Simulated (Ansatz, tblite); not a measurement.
Spin states of the cluster ScF₃ (the lowest singlet isomer of a short search), each relaxed with PBE0-D4/def2-TZVP in Ansatz. Electronic energies in the gas phase.

The xTB rows come from tblite. B3LYP takes the VWN-RPA correlation. Correlated methods freeze 8 core orbitals; core or outer-core shells of Sc are correlated, in sets that lack core-valence functions. HOMO above LUMO, or a gap near zero within one spin, warns that the state may not be the lowest or that an electron is smeared out. In the quintet geometry the species has come apart into loosely held pieces. The structure comes from a short search, and lower isomers may exist.

Singlet geometry (D3h within 0.1 Å):

```tsv
atom	x (Å)	y (Å)	z (Å)
Sc1	0.0028	-0.0008	0.0006
F2	-0.4453	-0.1504	1.7764
F3	-0.1725	-1.4494	-1.1163
F4	0.6150	1.6006	-0.6607
```

Triplet geometry (D3h within 0.1 Å):

```xyz
4

Sc    0.001   -0.001    0.000
F     1.204    0.303    1.517
F    -1.713   -0.914    0.276
F     0.508    0.612   -1.792
```

Quintet geometry (Cs within 0.1 Å):

```csv
atom,x (Å),y (Å),z (Å)
Sc1,0.660,-0.220,0.633
F2,-0.397,1.039,1.882
F3,-1.713,0.570,-1.639
F4,1.449,-1.389,-0.876
```

Run but left out: LDA (SPW92)/def2-TZVP (quintet: an occupied level 0.03 eV above an empty one).

Only these spin states were relaxed. The quintet has fallen apart into loose fragments. The quintet has other bonds than the singlet, so the gap mixes isomer and spin.

Second-order perturbation terms are unreliable where d shells bring near-degenerate states, and here MP2/def2-TZVP, MP2/def2-TZVPP lie more than 0.4 eV from the median of the functionals without such a term.

```csv
level,triplet − singlet (kcal/mol),quintet − singlet (kcal/mol),lowest of these
CAM-B3LYP-D4/def2-TZVP,155.6,315.1,singlet
ωB97X-V/def2-TZVP,163.3,323.5,singlet
MP2/def2-TZVP,187.1,346.1,singlet
CCSD(T)/def2-TZVPP,177.6,330.3,singlet
```

**Question.** Estimate the rows for GFN1-xTB, r2SCAN-D4/def2-TZVP, B3LYP-D4/def2-TZVP, MP2/def2-TZVPP.

**Answer.** 
```json
{"level": "GFN1-xTB", "triplet − singlet (kcal/mol)": "95.0", "quintet − singlet (kcal/mol)": "250.4", "lowest of these": "singlet", "remarks": "–"}
{"level": "r2SCAN-D4/def2-TZVP", "triplet − singlet (kcal/mol)": "136.5", "quintet − singlet (kcal/mol)": "297.1", "lowest of these": "singlet", "remarks": "gap within one spin near zero (quintet)"}
{"level": "B3LYP-D4/def2-TZVP", "triplet − singlet (kcal/mol)": "142.1", "quintet − singlet (kcal/mol)": "300.2", "lowest of these": "singlet", "remarks": "–"}
{"level": "MP2/def2-TZVPP", "triplet − singlet (kcal/mol)": "186.9", "quintet − singlet (kcal/mol)": "346.2", "lowest of these": "singlet", "remarks": "–"}
```

The xTB methods have no spin-polarisation term.

**Question.** How do the metal–ligand distances follow the spin state?

**Answer.** 
| state | donor atoms | mean metal–ligand distance (Å) | range (Å) | Mulliken spin on the metal (PBE0) |
| --- | --- | --- | --- | --- |
| singlet | 3 | 1.838 | 1.84–1.84 | 0 |
| triplet | 3 | 1.961 | 1.96–1.96 | 0.94 |
| quintet | 2 | 2.065 | 2.06–2.07 | 1.97 |

⟨S²⟩ at PBE0-D4/def2-TZVP: singlet 0.00 (pure 0.00), triplet 2.01 (pure 2.00), quintet 6.01 (pure 6.00).
